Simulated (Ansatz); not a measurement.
Two isomers of C2H7ClSn: A = `[CH3][SnH]([CH3])[Cl]`, B = `C[CH](Cl)[SnH3]`.

Gas-phase electronic energies from Ansatz, PBE0-D4/def2-TZVP geometries. CCSD(T)/CBS is the MP2 limit (def2-TZVPP, def2-QZVPP) plus CCSD(T) − MP2 in def2-TZVPP, frozen cores. DFT in def2-TZVPP. B3LYP here is the variant with VWN-RPA as its local correlation; programs differ in this. Elements past krypton have def2 core potentials. For Sn outer-core shells are correlated without core-valence functions, which leaves a few kJ/mol of doubt a bond.

(1) Which isomer does CCSD(T)/CBS put lower? Give the gap. (Best estimate.)

(2) Give E(B) − E(A) in kcal/mol with ωB97M-V, B3LYP, B3LYP-D4, PBE0-D4, PBE-D4, CCSD(T)/def2-TZVPP, MP2/def2-TZVPP. (Best estimate.)

Largest T1 diagnostic: 0.012.

## Answers

(1) Ansatz gave: A, by 50.8 kcal/mol.

(2) The calculation gave: ωB97M-V 48.7, B3LYP 49.8, B3LYP-D4 48.8, PBE0-D4 48.2, PBE-D4 46.9, CCSD(T)/def2-TZVPP 48.4, MP2/def2-TZVPP 50.4. None reverses the order clearly.

In def2-TZVPP, CCSD(T) changes the Hartree–Fock value by −3.7 kcal/mol (the triples alone add −0.6 kcal/mol) and MP2 by −1.6 kcal/mol. The D4 term adds −1.0 kcal/mol with B3LYP and −0.4 kcal/mol with PBE0; it sums over pairs of atoms, weighted by their polarisabilities, and B3LYP, whose exchange is more repulsive, gets the larger term.
